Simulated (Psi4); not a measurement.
C$_{7}$H$_{9}$O (SMILES C[OH+]c1ccccc1), charge +1, singlet, at a GFN2-xTB geometry; Psi4 1.11 with MP2/6-31G*.

Input for Psi4:
```
memory 2 GB

molecule {
1 1
C     2.68581111    0.47233117   -0.23426577
O     1.70989725    0.21900805    0.81386579
C     0.34471567    0.03250646    0.32907195
C     0.01222459   -1.19816702   -0.20327298
C    -1.28799653   -1.38978475   -0.64407141
C    -2.21537241   -0.36423910   -0.54765958
C    -1.85671093    0.86026071   -0.00676033
C    -0.56031393    1.07014763    0.43843242
H     3.66463036    0.55667222    0.23538758
H     2.67916004   -0.38406176   -0.90637054
H     2.44929023    1.37869168   -0.79224115
H     1.70573102    0.97635760    1.43676038
H     0.74141377   -1.99032729   -0.25934878
H    -1.57168239   -2.34338551   -1.05898733
H    -3.22491764   -0.52078929   -0.89251364
H    -2.58071358    1.65504338    0.07210182
H    -0.27623520    2.02140386    0.86543975
}

set {
  basis 6-31g*
  freeze_core true
  mp2_type conv
  scf_type pk
  puream true
  d_convergence 1e-8
}

energy('mp2')
print_variables()
```

The log (banner, timings and long lists left out):

```
   => Loading Basis Set <=

    Name: 6-31G*
    Role: ORBITAL
    Keyword: BASIS

         ---------------------------------------------------------
                                   SCF
               by Justin Turney, Rob Parrish, Andy Simmonett
                          and Daniel G. A. Smith
                              RHF Reference
         ---------------------------------------------------------

  ==> Geometry <==

    Molecular point group: c1
    Full point group: C1

    Geometry (in Angstrom), charge = 1, multiplicity = 1:

       Center              X                  Y                   Z               Mass
    ------------   -----------------  -----------------  -----------------  -----------------
         C            2.718519082770     0.484618833052    -0.246051941086    12.000000000000
         O            1.742605222770     0.231295713052     0.802079618914    15.994914619570
         C            0.377423642770     0.044794123052     0.317285778914    12.000000000000
         C            0.044932562770    -1.185879356948    -0.215059151086    12.000000000000
         C           -1.255288557230    -1.377497086948    -0.655857581086    12.000000000000
         C           -2.182664437230    -0.351951436948    -0.559445751086    12.000000000000
         C           -1.824002957230     0.872548373052    -0.018546501086    12.000000000000
         C           -0.527605957230     1.082435293052     0.426646248914    12.000000000000
         H            3.697338332770     0.568959883052     0.223601408914     1.007825032230
         H            2.711868012770    -0.371774096948    -0.918156711086     1.007825032230
         H            2.481998202770     1.390979343052    -0.804027321086     1.007825032230
         H            1.738438992770     0.988645263052     1.424974208914     1.007825032230
         H            0.774121742770    -1.978039626948    -0.271134951086     1.007825032230
         H           -1.538974417230    -2.331097846948    -1.070773501086     1.007825032230
         H           -3.192209667230    -0.508501626948    -0.904299811086     1.007825032230
         H           -2.548005607230     1.667331043052     0.060315648914     1.007825032230
         H           -0.243527227230     2.033691523052     0.853653578914     1.007825032230

  Running in c1 symmetry.

  Rotational constants: A =      0.15724  B =      0.05028  C =      0.04097 [cm^-1]
  Rotational constants: A =   4713.92593  B =   1507.31433  C =   1228.17837 [MHz]
  Nuclear repulsion =  357.373560967826279

  Charge       = 1
  Multiplicity = 1
  Electrons    = 58
  Nalpha       = 29
  Nbeta        = 29

  ==> Algorithm <==

  SCF Algorithm Type is PK.
  DIIS enabled.
  MOM disabled.
  Fractional occupation disabled.
  Guess Type is SAD.
  Energy threshold   = 1.00e-08
  Density threshold  = 1.00e-08
  Integral threshold = 1.00e-12

  ==> Primary Basis <==

  Basis Set: 6-31G*
    Blend: 6-31G*
    Number of shells: 66
    Number of basis functions: 130
    Number of Cartesian functions: 138
    Spherical Harmonics?: true
    Max angular momentum: 2

  ==> Integral Setup <==

  Using in-core PK algorithm.
   Calculation information:
      Number of atoms:                  17
      Number of AO shells:              66
      Number of primitives:            156
      Number of atomic orbitals:       138
      Number of basis functions:       130

      Integral cutoff                 1.00e-12
      Number of threads:                 1

  Performing in-core PK
  Using 72513740 doubles for integral storage.
  We computed 2060503 shell quartets total.
  Whereas there are 2445366 unique shell quartets.

  ==> DiskJK: Disk-Based J/K Matrices <==

    J tasked:                  Yes
    K tasked:                  Yes
    wK tasked:                  No
    Schwarz Cutoff:          1E-12

  Minimum eigenvalue in the overlap matrix is 4.6077082721E-04.
  Reciprocal condition number of the overlap matrix is 8.1062523725E-05.
    Using symmetric orthogonalization.

  ==> Pre-Iterations <==

  SCF Guess: Superposition of Atomic Densities via on-the-fly atomic UHF (no occupation information).

   -------------------------
    Irrep   Nso     Nmo
   -------------------------
     A        130     130
   -------------------------
    Total     130     130
   -------------------------

  ==> Iterations <==

                        Total Energy        Delta E     RMS |[F,P]|

   @RHF iter SAD:  -344.44925198919901   -3.44449e+02   0.00000e+00
   @RHF iter   1:  -344.73609260395108   -2.86841e-01   3.63392e-03 DIIS/ADIIS
   @RHF iter   2:  -344.86069349968784   -1.24601e-01   1.82966e-03 DIIS/ADIIS
   @RHF iter   3:  -344.88751225181579   -2.68188e-02   5.05753e-04 DIIS/ADIIS
   @RHF iter   4:  -344.89043594002464   -2.92369e-03   1.35066e-04 DIIS/ADIIS
   @RHF iter   5:  -344.89064439482900   -2.08455e-04   3.26001e-05 DIIS
   @RHF iter   6:  -344.89066792704449   -2.35322e-05   1.38622e-05 DIIS
   @RHF iter   7:  -344.89067314107564   -5.21403e-06   6.82492e-06 DIIS
   @RHF iter   8:  -344.89067480468168   -1.66361e-06   3.03314e-06 DIIS
   @RHF iter   9:  -344.89067523833995   -4.33658e-07   9.73209e-07 DIIS
   @RHF iter  10:  -344.89067527240820   -3.40683e-08   3.37121e-07 DIIS
   @RHF iter  11:  -344.89067527548917   -3.08097e-09   9.47705e-08 DIIS
   @RHF iter  12:  -344.89067527566561   -1.76442e-10   2.40047e-08 DIIS
   @RHF iter  13:  -344.89067527567533   -9.72022e-12   9.69270e-09 DIIS
  Energy and wave function converged.

  ==> Post-Iterations <==

    Orbital Energies [Eh]
    ---------------------

    Doubly Occupied:

[...]
    Virtual:

[...]
    Final Occupation by Irrep:
              A
    DOCC [    29 ]
    NA   [    29 ]
    NB   [    29 ]

  @RHF Final Energy:  -344.89067527567533

   => Energetics <=

    Nuclear Repulsion Energy =            357.3735609678262790
    One-Electron Energy =               -1164.2938484747567145
[...]
    Total Energy =                       -344.8906752756753349
  DIE_IF_NOT_CONVERGED          => (empty)
[...]
  FREEZE_CORE_POLICY            => (empty)
  FROZEN_DOCC                   => (empty)
  FROZEN_UOCC                   => (empty)
  INTEGRAL_PACKAGE              => (empty)
  IP_POLES                      => (empty)
  LEVEL_SHIFT                   => (empty)
  LITERAL_CFOUR                 => (empty)
  LS_THC_BASIS_TOLERANCE        => (empty)
  LS_THC_DF                     => (empty)
  LS_THC_PRUNING_SCHEME         => (empty)
  LS_THC_RADIAL_POINTS          => (empty)
  LS_THC_SPHERICAL_POINTS       => (empty)
  LS_THC_S_EPSILON              => (empty)
  LS_THC_WEIGHTS_TOLERANCE      => (empty)
  MAT_NUM_COLUMN_PRINT          => (empty)
  MAX_MOGRAD_CONVERGENCE        => (empty)
  MAX_RADIAL_MOMENT             => (empty)
  MBIS_D_CONVERGENCE            => (empty)
  MBIS_MAXITER                  => (empty)
  MBIS_PRUNING_SCHEME           => (empty)
  MBIS_RADIAL_POINTS            => (empty)
  MBIS_SPHERICAL_POINTS         => (empty)
  MOGRAD_DAMPING                => (empty)
  MOLDEN_WITH_VIRTUAL           => (empty)
  MO_MAXITER                    => (empty)
  MO_READ                       => (empty)
  MO_STEP_MAX                   => (empty)
  MO_WRITE                      => (empty)
  MP2_OS_SCALE                  => (empty)
  MP2_SOS_SCALE                 => (empty)
  MP2_SOS_SCALE2                => (empty)
  MP2_SS_SCALE                  => (empty)
  MP2_TYPE                      => CONV            !
  MP_TYPE                       => (empty)
  NAT_ORBS                      => (empty)
  NUM_FROZEN_DOCC               => (empty)
  NUM_FROZEN_UOCC               => (empty)
  NUM_GPUS                      => (empty)
  OCC_ORBS_PRINT                => (empty)
  OEPROP                        => (empty)
  OPT_METHOD                    => (empty)
  ORBITAL_OPTIMIZER_PACKAGE     => (empty)
  ORB_OPT                       => FALSE           !
  ORB_RESP_SOLVER               => (empty)
  ORTH_TYPE                     => (empty)
  OS_SCALE                      => (empty)
  PARENT_SYMMETRY               => (empty)
  PCG_BETA_TYPE                 => (empty)
  PCG_CONVERGENCE               => (empty)
  PCG_MAXITER                   => (empty)
  PCM                           => (empty)
  PE                            => (empty)
  PRINT                         => (empty)
  PRINT_NOONS                   => (empty)
  PROPERTIES                    => (empty)
  PROPERTIES_ORIGIN             => (empty)
  PUREAM                        => TRUE            !
  QC_MODULE                     => (empty)
  RAS1                          => (empty)
  RAS2                          => (empty)
  RAS3                          => (empty)
  RAS4                          => (empty)
  RELATIVISTIC                  => (empty)
  RELAXED                       => (empty)
  REMP_A                        => (empty)
  RESTRICTED_DOCC               => (empty)
  RESTRICTED_UOCC               => (empty)
  RMS_MOGRAD_CONVERGENCE        => (empty)
  R_CONVERGENCE                 => (empty)
  SCF_TYPE                      => PK              !
  SCREENING                     => (empty)
  SCS_TYPE                      => (empty)
  SOCC                          => (empty)
  SOS_TYPE                      => (empty)
  SPIN_SCALE_TYPE               => NONE            !
  SS_SCALE                      => (empty)
  SYMMETRIZE                    => (empty)
  TPDM_ABCD_TYPE                => (empty)
  WFN                           => (empty)
  WFN_TYPE                      => OMP2            !
  WRITER_FILE_LABEL             => (empty)
  ZORA_BASIS_TOLERANCE          => (empty)
  ZORA_NR_DEBUG                 => (empty)
  ZORA_PRUNING_SCHEME           => (empty)
  ZORA_RADIAL_POINTS            => (empty)
  ZORA_SPHERICAL_POINTS         => (empty)

 ==============================================================================
 ==============================================================================
 ==============================================================================

                             MP2
                    Program Written by Ugur Bozkaya,
              Additional Contributions by J. P. Misiewicz

 ==============================================================================
 ==============================================================================
 ==============================================================================

	MO spaces per irreps...

	IRREP   FC    OCC   VIR  FV
	==============================
	   A     8    21   101    0
	==============================

	Cost of iabc is    224 MB
	Cost of abcd is    792 MB
	Switching to the incore algorithm for iabc..
	Switching to the incore algorithm for abcd..

	Computing MP2 energy using SCF MOs (Canonical MP2)...
	==============================================================================
	Nuclear Repulsion Energy (a.u.)    :   357.37356096782628
	SCF Energy (a.u.)                  :  -344.89067527567533
	REF Energy (a.u.)                  :  -344.89067527567533
	Alpha-Alpha Contribution (a.u.)    :    -0.13729475524989
	Alpha-Beta Contribution (a.u.)     :    -0.77156817694717
	Beta-Beta Contribution (a.u.)      :    -0.13729475524989
	Scaled_SS Correlation Energy (a.u.):    -0.09152983683326
	Scaled_OS Correlation Energy (a.u.):    -0.92588181233661
	SCS-MP2 Total Energy (a.u.)        :  -345.90808692484524
	SOS-MP2 Total Energy (a.u.)        :  -345.89371390570665
	SCSN-MP2 Total Energy (a.u.)       :  -345.37395281415490
	SCS-MP2-VDW Total Energy (a.u.)    :  -346.01557729741756
	SOS-PI-MP2 Total Energy (a.u.)     :  -345.97087072340139
	MP2 Correlation Energy (a.u.)      :    -1.04615768744696
	MP2 Total Energy (a.u.)            :  -345.93683296312230
	==============================================================================

  Variable Map:
  ----------------------------------------------------------------------------
[...]
  Array Variable Map:
  ----------------------------------------------------------------------------
[...]
[...]
```
